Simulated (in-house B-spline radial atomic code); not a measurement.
A fraction x of an electron is removed from 4f in Pr4+, starting from [Xe] 4f1 and keeping the highest spin. Method: scalar-relativistic (X2C) TPSSh, spin-polarised, spherical fractional occupations, Fermi nucleus of rms radius 4.8919 fm. Calculated with a radial B-spline atomic code at the basis-set limit.

Caution: exact exchange at fractional occupations of open shells leaves self-interaction of up to several eV.

| x | E(x) - E(0) (eV) | 4f up level (eV) |
| --- | --- | --- |
| 0 | 0.0000 | -47.665 |
| 0.09 | 4.3674 | -49.392 |
| 0.15 | 7.3657 | -50.552 |
| 0.37 | 18.9598 | -54.864 |
| 0.47 | 24.5456 | -56.855 |
| 0.5 | 26.2603 | -57.456 |
| 0.51 | 26.8358 | -57.657 |
| 0.63 | 33.8997 | -60.079 |
| 0.76 | 41.8820 | -62.732 |
| 0.9 | 50.8665 | -65.623 |
| 1 | 57.5329 | - |

The exact functional would give a straight line between the two integer points. Deviations E(x) - E(0) - x[E(1) - E(0)], in eV: -0.811 at x = 0.09, -1.264 at x = 0.15, -2.327 at x = 0.37, -2.495 at x = 0.47, -2.506 at x = 0.5, -2.506 at x = 0.51, -2.346 at x = 0.63, -1.843 at x = 0.76, -0.913 at x = 0.9.

The curve lies below the straight line by up to 2.506 eV (at x = 0.5): convex, the delocalisation error, to which spherically averaged exact exchange adds.

(1) How well does Slater's transition state (minus the level at half occupation) give the ionisation energy?

## Answers

(1) It gives 57.456 eV against 57.533 eV from the two total energies; NIST lists 57.53 eV, ground level to ground level. The end point has an open shell averaged over its orbitals, so its exact exchange keeps a self-interaction and this is no true integer point.
